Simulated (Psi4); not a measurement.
CHN, triplet, at a GFN2-xTB geometry (a higher spin typed on purpose: for a closed-shell molecule this is an excited state); OMP2/def2-SVP (Psi4 1.11).

The Psi4 input:
```
memory 2 GB

molecule mol {
0 3
C    -0.452709    0.357572   -0.088213
N     0.581144   -0.259910    0.075036
H    -1.351757   -0.326060    0.004025
}

set {
  basis def2-svp
  reference uhf
}

energy('omp2')
print_variables()
```

It wrote (shortened):

```
    For method 'OMP2', SCF Algorithm Type (re)set to DISK_DF.

   => Loading Basis Set <=

    Name: DEF2-SVP
    Role: ORBITAL
    Keyword: BASIS

         ---------------------------------------------------------
                                   SCF
               by Justin Turney, Rob Parrish, Andy Simmonett
                          and Daniel G. A. Smith
                              UHF Reference
         ---------------------------------------------------------

  ==> Geometry <==

    Molecular point group: cs
    Full point group: Cs

    Geometry (in Angstrom), charge = 0, multiplicity = 3:

       Center              X                  Y                   Z               Mass
    ------------   -----------------  -----------------  -----------------  -----------------
         C            0.356029012228     0.502882350361     0.000000000000    12.000000000000
         N           -0.281153086281    -0.531905190767     0.000000000000    14.003074004430
         H           -0.332736995267     1.402743035851     0.000000000000     1.007825032230

  Running in cs symmetry.

  Rotational constants: A =     17.48236  B =      1.56744  C =      1.43847 [cm^-1]
  Rotational constants: A = 524108.03642  B =  46990.74050  C =  43124.28204 [MHz]
  Nuclear repulsion =   23.004922908542817

  Charge       = 0
  Multiplicity = 3
  Electrons    = 14
  Nalpha       = 8
  Nbeta        = 6

  ==> Algorithm <==

  SCF Algorithm Type is DISK_DF.
  DIIS enabled.
  MOM disabled.
  Fractional occupation disabled.
  Guess Type is SAD.
  Energy threshold   = 1.00e-08
  Density threshold  = 1.00e-08
  Integral threshold = 1.00e-12

  ==> Primary Basis <==

  Basis Set: DEF2-SVP
    Blend: DEF2-SVP
    Number of shells: 15
    Number of basis functions: 33
    Number of Cartesian functions: 35
    Spherical Harmonics?: true
    Max angular momentum: 2

   => Loading Basis Set <=

    Name: (DEF2-SVP AUX)
    Role: JKFIT
    Keyword: DF_BASIS_SCF

  ==> Integral Setup <==

  ==> DiskDFJK: Density-Fitted J/K Matrices <==

    J tasked:                  Yes
    K tasked:                  Yes
    wK tasked:                  No
    Integrals threads:           1
    Algorithm:                Core
    Integral Cache:           SAVE
    Schwarz Cutoff:          1E-12
    Fitting Condition:       1E-10

   => Auxiliary Basis Set <=

  Basis Set: (DEF2-SVP AUX)
    Blend: DEF2-UNIVERSAL-JKFIT
    Number of shells: 56
    Number of basis functions: 170
    Number of Cartesian functions: 202
    Spherical Harmonics?: true
    Max angular momentum: 4

  Minimum eigenvalue in the overlap matrix is 8.3254441157E-03.
  Reciprocal condition number of the overlap matrix is 2.1367479510E-03.
    Using symmetric orthogonalization.

  ==> Pre-Iterations <==

  SCF Guess: Superposition of Atomic Densities via on-the-fly atomic UHF (no occupation information).

   -------------------------
    Irrep   Nso     Nmo
   -------------------------
     A'        24      24
     A"         9       9
   -------------------------
    Total      33      33
   -------------------------

  ==> Iterations <==

                           Total Energy        Delta E     RMS |[F,P]|

   @DF-UHF iter SAD:   -91.80446902083170   -9.18045e+01   0.00000e+00
   @DF-UHF iter   1:   -92.58577808950500   -7.81309e-01   9.28727e-03 DIIS/ADIIS
   @DF-UHF iter   2:   -92.62766787405863   -4.18898e-02   5.48721e-03 DIIS/ADIIS
   @DF-UHF iter   3:   -92.64151108908807   -1.38432e-02   2.55706e-03 DIIS/ADIIS
   @DF-UHF iter   4:   -92.64853839869691   -7.02731e-03   1.26829e-03 DIIS/ADIIS
   @DF-UHF iter   5:   -92.65224839883163   -3.71000e-03   1.00603e-03 DIIS/ADIIS
   @DF-UHF iter   6:   -92.65590013585290   -3.65174e-03   7.06390e-04 DIIS/ADIIS
   @DF-UHF iter   7:   -92.65821654666637   -2.31641e-03   4.04118e-04 DIIS/ADIIS
   @DF-UHF iter   8:   -92.65886319290858   -6.46646e-04   2.04756e-04 DIIS/ADIIS
[...]
  @DF-UHF Final Energy:   -92.65917870699961
    Total Energy =                        -92.6591787069996116
  DIE_IF_NOT_CONVERGED          => (empty)
[...]
	successfully fired up coupled DIIS...
   1     -92.8916817780     -4.53e-03       3.22e-03         2.42e-02        8.89e-05
   2     -92.8928734283     -1.19e-03       2.16e-03         2.11e-02        5.69e-05
   3     -92.8937736653     -9.00e-04       1.47e-03         1.63e-02        6.67e-05
   4     -92.8942118882     -4.38e-04       1.27e-03         1.42e-02        4.00e-05
   5     -92.8949124259     -7.01e-04       8.17e-04         8.38e-03        8.33e-05
   6     -92.8951096454     -1.97e-04       6.69e-04         6.13e-03        3.42e-05
   7     -92.8952948301     -1.85e-04       4.07e-04         3.75e-03        4.30e-05
   8     -92.8953597848     -6.50e-05       2.49e-04         1.89e-03        2.67e-05
   9     -92.8953825757     -2.28e-05       1.03e-04         9.21e-04        1.59e-05
  10     -92.8953871366     -4.56e-06       3.99e-05         3.15e-04        8.92e-06
  11     -92.8953873548     -2.18e-07       3.57e-05         2.69e-04        6.32e-06
  12     -92.8953873493      5.59e-09       3.96e-05         2.61e-04        2.15e-07
  13     -92.8953877173     -3.68e-07       5.45e-06         4.80e-05        1.96e-06
  14     -92.8953877125      4.71e-09       6.49e-06         4.46e-05        6.24e-07
  15     -92.8953877202     -7.70e-09       3.99e-06         3.76e-05        2.55e-07
  16     -92.8953877251     -4.89e-09       2.16e-06         1.39e-05        1.91e-07
  17     -92.8953877262     -1.07e-09       1.05e-06         7.31e-06        5.48e-08
  18     -92.8953877264     -1.81e-10       5.88e-07         3.64e-06        1.98e-08
  19     -92.8953877264     -5.57e-11       2.79e-07         2.40e-06        1.00e-08
  20     -92.8953877265     -2.60e-11       1.42e-07         1.54e-06        1.34e-08

 ==============================================================================
 ======================== DF-OMP2 ITERATIONS ARE CONVERGED ====================
 ==============================================================================

	Computing MP2 energy using optimized MOs...
	=======================================================================
	Nuclear Repulsion Energy (a.u.)    :    23.00492290854282
	DF-HF Energy (a.u.)                :   -92.65917870699961
	REF Energy (a.u.)                  :   -92.64616065788087
	Alpha-Alpha Contribution (a.u.)    :    -0.03884200712003
	Alpha-Beta Contribution (a.u.)     :    -0.18682172719921
	Beta-Beta Contribution (a.u.)      :    -0.02356333120674
	Scaled_SS Correlation Energy (a.u.):    -0.02080177944225
	Scaled_OS Correlation Energy (a.u.):    -0.22418607263905
	DF-SCS-MP2 Total Energy (a.u.)     :   -92.89114850996218
	DF-SOS-MP2 Total Energy (a.u.)     :   -92.87034673051993
	DF-SCS(N)-MP2 Total Energy (a.u.)  :   -92.75599405333598
	DF-MP2 Correlation Energy (a.u.)   :    -0.23620901640723
	DF-MP2 Total Energy (a.u.)         :   -92.89538772340684
	=======================================================================

	=======================================================================
	================ DF-OMP2 FINAL RESULTS ================================
	=======================================================================
	Nuclear Repulsion Energy (a.u.)    :    23.00492290854282
	DF-HF Energy (a.u.)                :   -92.65917870699961
	REF Energy (a.u.)                  :   -92.64616065788087
	DF-SCS-OMP2 Total Energy (a.u.)    :   -92.89114850996218
	DF-SOS-OMP2 Total Energy (a.u.)    :   -92.87034673051993
	DF-SCS(N)-OMP2 Total Energy (a.u.) :   -92.75599405333598
	DF-OMP2 Correlation Energy (a.u.)  :    -0.23620901946579
	Edfomp2 - Eref (a.u.)              :    -0.24922706858453
	DF-OMP2 Total Energy (a.u.)        :   -92.89538772646540
	=======================================================================

  Variable Map:
  ----------------------------------------------------------------------------
[...]
  Array Variable Map:
  ----------------------------------------------------------------------------
[...]
[...]
```
